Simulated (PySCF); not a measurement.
C₃H₇NOSi, SMILES C#C[Si@H](N)OC.

Coordinates come from a B3LYP-D3(BJ)/def2-SVP optimisation. The structure was generated by enumeration; whether it is a known compound was not checked. Other conformers were not sampled.

These are B3LYP-D3(BJ)/def2-SVP (PySCF) values and carry that method's errors.

Frequencies are harmonic and unscaled.

Computed normal modes with their intensities:
| mode | ν (cm⁻¹) | IR (km/mol) | Raman (Å⁴/amu) | depolarisation | moving atoms (share of kinetic energy) |
|---|---|---|---|---|---|
| 1 | 59 | 1.0 | 3.1 | 0.75 | C 47 %, H 29 %, O 14 % |
| 2 | 109 | 0.1 | 0.4 | 0.73 | H 97 % |
| 3 | 124 | 3.3 | 3.9 | 0.73 | C 36 %, O 23 %, H 23 %, N 15 % |
| 4 | 156 | 5.1 | 5.2 | 0.73 | H 41 %, C 32 %, N 15 %, Si 10 % |
| 5 | 188 | 19.3 | 2.3 | 0.74 | C 35 %, H 30 %, O 14 %, N 11 %, Si 10 % |
| 6 | 224 | 14.4 | 4.3 | 0.75 | H 64 %, C 25 %, O 9 % |
| 7 | 292 | 12.6 | 3.6 | 0.70 | H 34 %, C 30 %, O 22 %, N 9 % |
| 8 | 388 | 69.5 | 3.0 | 0.75 | H 34 %, C 34 %, Si 15 %, N 9 % |
| 9 | 402 | 96.7 | 1.8 | 0.41 | H 38 %, N 32 %, C 18 % |
| 10 | 409 | 92.2 | 1.8 | 0.61 | C 45 %, H 21 %, O 16 %, N 10 %, Si 8 % |
| 11 | 606 | 46.9 | 4.9 | 0.07 | C 49 %, Si 32 %, H 11 % |
| 12 | 735 | 9.6 | 5.4 | 0.63 | H 70 %, C 9 %, N 8 % |
| 13 | 739 | 27.0 | 1.2 | 0.74 | H 75 %, C 24 % |
| 14 | 748 | 23.2 | 1.1 | 0.75 | H 75 %, C 25 % |
| 15 | 764 | 121.4 | 7.7 | 0.14 | H 31 %, Si 29 %, O 28 %, C 10 % |
| 16 | 874 | 173.5 | 10.4 | 0.60 | H 78 %, Si 11 %, N 8 % |
| 17 | 890 | 97.9 | 3.6 | 0.68 | H 51 %, N 28 %, Si 20 % |
| 18 | 930 | 242.4 | 5.8 | 0.44 | H 45 %, Si 34 %, N 19 % |
| 19 | 1146 | 221.8 | 3.0 | 0.66 | O 43 %, C 35 %, H 21 % |
| 20 | 1180 | 1.2 | 2.5 | 0.74 | H 76 %, C 19 % |
| 21 | 1212 | 89.0 | 2.3 | 0.70 | H 57 %, C 22 %, O 21 % |
| 22 | 1475 | 2.8 | 21.6 | 0.73 | H 96 % |
| 23 | 1477 | 1.9 | 12.5 | 0.74 | H 95 % |
| 24 | 1479 | 10.4 | 11.2 | 0.73 | H 90 %, C 9 % |
| 25 | 1540 | 53.1 | 5.6 | 0.74 | H 89 %, N 11 % |
| 26 | 2151 | 40.9 | 122.7 | 0.23 | C 90 %, H 10 % |
| 27 | 2242 | 134.4 | 122.1 | 0.18 | H 97 % |
| 28 | 2983 | 69.9 | 129.7 | 0.02 | H 97 % |
| 29 | 3050 | 42.2 | 58.4 | 0.74 | H 90 %, C 10 % |
| 30 | 3099 | 36.4 | 117.6 | 0.54 | H 91 %, C 9 % |
| 31 | 3456 | 44.0 | 45.8 | 0.27 | H 86 %, C 14 % |
| 32 | 3572 | 33.9 | 149.0 | 0.12 | H 96 % |
| 33 | 3665 | 32.2 | 92.7 | 0.72 | H 91 %, N 9 % |
